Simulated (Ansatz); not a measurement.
Z-matrix (Å, degrees):
```
C
O 1 1.396
H 1 1.100 2 111.6
H 1 1.103 2 111.6 3 120.9
H 1 1.090 2 107.9 3 -119.9
C 2 1.409 1 112.2 3 -61.2
Ga 6 1.990 2 114.5 1 -71.1
H 6 1.100 2 111.3 1 54.5
H 6 1.094 2 107.0 1 170.3
O 7 1.795 6 112.5 2 174.4
H 7 1.569 6 130.2 2 -8.9
H 10 0.959 7 114.3 6 176.8
```

Charge 0, multiplicity 1.

Problem. List the PBE0/def2-TZVPP orbital energies in eV (Ansatz 0.2.0). (Best estimate.)

Solution. Computed: Occupied: -10146.92, -1252.78, -1108.97, -1108.85, -1108.84, -522.95, -522.06, -279.38, -279.29, -151.10, -104.13, -103.84, -103.80, -29.24, -27.09, -23.20, -23.12, -23.07, -22.98, -22.80, -20.21, -17.76, -13.81, -13.59, -13.48, -12.76, -11.29, -10.73, -9.97, -9.09, -8.73, -8.64, -6.86. Lowest empty: -0.86, 0.46, 0.76, 2.08, 2.35, 2.70, 2.87, 3.17.
